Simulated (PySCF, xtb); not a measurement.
Ge(OH)3(PH2) (GeH5O3P), SMILES [OH][Ge]([OH])([OH])[PH2]. The values are those of a single conformer.

Harmonic wavenumbers (cm⁻¹) from GFN2-xTB in xtb at its own minimum, in rising order: 65, 100, 109, 152, 178, 206, 221, 232, 291, 359, 523, 536, 544, 709, 726, 780, 794, 815, 1111, 2266, 2334, 3644, 3647, 3674.

What does B3LYP-D3(BJ)/def2-SVP run with PySCF give at its own minimum? (Estimate from the structure and the level; the computed values follow.)

71, 99, 136, 161, 186, 219, 246, 259, 310, 370, 665, 691, 705, 714, 726, 870, 895, 908, 1093, 2382, 2395, 3819, 3824, 3840. Paired by order, the mean absolute difference is 67 cm⁻¹ and the zero-point energies are 34.3 and 36.6 kcal/mol.
